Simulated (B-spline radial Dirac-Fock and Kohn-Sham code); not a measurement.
# Two-hole binding energies of Ir²⁺

System: the Ir²⁺ ion, configuration [Xe] 4f14 5d7, inside a Watson sphere of charge -2 and radius 2 Å (a model of the Madelung potential; inside it an electron's potential energy is raised by 14.4 eV).

These are calculated numbers from a B-spline atomic structure program; the model is Dirac-Fock (average of configuration) total-energy differences with a finite nucleus, the Breit interaction including its frequency dependence, and self-energy and vacuum-polarisation corrections. U is the two-hole binding energy less the two single-hole energies, the effective repulsion of the holes after relaxation. Each two-hole energy is an average over J within one jj subconfiguration.

```tsv
holes	E(a) (eV)	E(b) (eV)	E(ab) (eV)	U (eV)
1s⁻²	76122.8	76122.8	153726.4	1480.9
1s⁻¹ 2p3/2⁻¹	76122.8	11231.0	87706.0	352.2
1s⁻¹ 3p1/2⁻¹	76122.8	2928.4	79180.3	129.2
1s⁻¹ 3p3/2⁻¹	76122.8	2571.9	78803.7	109.0
1s⁻¹ 3d5/2⁻¹	76122.8	2056.8	78279.5	100.0
2s⁻¹ 2p1/2⁻¹	13441.4	12840.2	26504.1	222.5
2p1/2⁻²	12840.2	12840.2	25983.6	303.2
2p1/2⁻¹ 2p3/2⁻¹	12840.2	11231.0	24325.5	254.3
2p1/2⁻¹ 3s⁻¹	12840.2	3195.0	16128.1	92.9
2s⁻¹ 3d5/2⁻¹	13441.4	2056.8	15595.5	97.2
2p1/2⁻¹ 3p3/2⁻¹	12840.2	2571.9	15505.8	93.7
3p1/2⁻²	2928.4	2928.4	?	?
4f7/2⁻²	74.24	74.24	175.0	26.5
5p1/2⁻¹ 5p3/2⁻¹	77.65	64.11	157.9	16.2
```

Problem. Give the missing two-hole energy and U.

Solution. E(ab) = 5930.4 eV and U = 73.7 eV.
